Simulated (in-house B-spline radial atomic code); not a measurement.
Ionisation energies along the 12-electron series, configuration [Ne] 3s2, as differences of self-consistent energies. NIST's values go from ground level to ground level; the uncertainty of those that are theory runs from under 0.1 % in few-electron ions to several per cent in heavy many-electron ones. Computed with an all-electron radial atomic-structure program (B-spline basis): non-relativistic Hartree-Fock, average of the configuration, point nuclei.

This level leaves out relativity, spin-orbit splitting included, which matters for heavy ions.

```
  ion  configuration after  ionisation energy (eV)  IE/(q+1)² (eV)  -ε less Coulomb ΔSCF (eV)  tabulated value (eV)    tabulated kind  computed minus tabulated (eV)
Cd36+             [Ne] 3s1                  2351.7          1.7178                    0.17981                  2427    semi-empirical                            -75
In37+             [Ne] 3s1                  2473.0          1.7126                    0.17993                  2555    semi-empirical                            -82
Sn38+             [Ne] 3s1                       ?               ?                          ?                     ?    semi-empirical                              ?
Sb39+             [Ne] 3s1                  2724.6          1.7029                    0.18016                  2815  tabulated theory                            -90
Te40+             [Ne] 3s1                  2854.9          1.6983                    0.18027                  2954  tabulated theory                            -99
 I41+             [Ne] 3s1                  2988.3           1.694                    0.18038                  3096  tabulated theory                           -108
Xe42+             [Ne] 3s1                  3124.7          1.6899                    0.18048                  3243  tabulated theory                           -118
Cs43+             [Ne] 3s1                  3264.1           1.686                    0.18058                  3392  tabulated theory                           -128
Ba44+             [Ne] 3s1                  3406.5          1.6822                    0.18068                  3546  tabulated theory                           -139
La45+             [Ne] 3s1                  3552.0          1.6786                    0.18078                  3704  tabulated theory                           -152
Ce46+             [Ne] 3s1                  3700.5          1.6752                    0.18087                  3865  tabulated theory                           -165
Pr47+             [Ne] 3s1                       ?               ?                          ?                     ?  tabulated theory                              ?
Nd48+             [Ne] 3s1                  4006.5          1.6687                    0.18105                  4198  tabulated theory                           -191
Pm49+             [Ne] 3s1                  4164.1          1.6656                    0.18113                  4371  tabulated theory                           -207
Sm50+             [Ne] 3s1                       ?               ?                          ?                     ?  tabulated theory                              ?
Eu51+             [Ne] 3s1                  4488.2          1.6599                     0.1813                  4729  tabulated theory                           -241
Gd52+             [Ne] 3s1                  4654.9          1.6571                    0.18138                  4914  tabulated theory                           -259
Tb53+             [Ne] 3s1                  4824.5          1.6545                    0.18145                  5103  tabulated theory                           -278
```

Q: Fill in the row of Sn38+.

A: ionisation energy (eV): 2597.3; IE/(q+1)² (eV): 1.7076; -ε less Coulomb ΔSCF (eV): 0.18005; tabulated value (eV): 2687; computed minus tabulated (eV): -90.

Q: Fill in the row of Pr47+.

A: ionisation energy (eV): 3852.0; IE/(q+1)² (eV): 1.6719; -ε less Coulomb ΔSCF (eV): 0.18096; tabulated value (eV): 4030; computed minus tabulated (eV): -178.

Q: Fill in the row of Sm50+.

A: ionisation energy (eV): 4324.6; IE/(q+1)² (eV): 1.6627; -ε less Coulomb ΔSCF (eV): 0.18122; tabulated value (eV): 4548; computed minus tabulated (eV): -223.

Q: How far is this level of theory from the measured and semi-empirical values?

A: Over those 3 rows the differences run from -89.7 to -75.3 eV (mean absolute value 82 eV). The calculation leaves out relativity, correlation and, in open shells, the multiplet splittings that an average leaves out.
